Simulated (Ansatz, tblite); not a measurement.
Forces on the cluster Cd6S5 at its PBE-D4/def2-SVP geometry. Charge 0, multiplicity 1.

In the def2 sets Cd takes a core potential; there is no spin–orbit coupling. The xTB rows come from tblite. The structure comes from a short search, and lower isomers may exist.

GFN1-xTB (tblite), largest force 1.31 eV/Å:

```xyz
11
positions Å, forces eV/Å
Cd    1.061   -0.075    2.505    0.127    0.028    0.353
Cd    0.553    2.630   -0.505   -0.057    0.062   -0.436
Cd   -0.921   -0.176   -0.303   -0.176   -0.205    0.190
Cd   -2.007   -0.591   -3.624   -0.257   -0.278   -0.063
Cd   -3.310   -2.166   -1.003    0.132    0.135   -0.228
Cd    2.508    4.782   -0.205   -0.153   -0.165   -0.013
S    -0.613   -2.538    0.446    1.250    0.354    0.134
S     1.507   -2.522    0.622   -0.693   -0.144    0.726
S    -0.372    1.630    1.687    0.045   -0.041   -0.250
S     2.053   -2.235    2.670   -0.535   -0.065   -1.127
S    -0.459    1.261   -2.290    0.319    0.318    0.713
```

GFN2-xTB (tblite), largest force 0.95 eV/Å:

```
Cd 0.063 0.066 0.193
Cd 0.370 0.437 -0.170
Cd -0.532 -0.175 -0.049
Cd -0.073 -0.139 -0.042
Cd 0.440 0.315 0.142
Cd -0.104 -0.116 -0.033
S 0.708 0.121 0.085
S -0.318 -0.136 0.669
S -0.457 0.050 -0.017
S -0.133 -0.422 -0.842
S 0.035 -0.002 0.066
```

PBE0-D4/def2-TZVP (Ansatz), largest force 0.86 eV/Å:

```
Cd -0.094 -0.152 -0.165
Cd -0.237 -0.341 -0.026
Cd 0.133 -0.044 -0.047
Cd -0.013 -0.020 -0.033
Cd -0.056 0.021 -0.010
Cd -0.036 -0.031 -0.011
S 0.792 0.327 0.080
S -0.504 0.111 0.626
S 0.285 -0.206 -0.165
S -0.390 0.237 -0.732
S 0.121 0.099 0.484
```
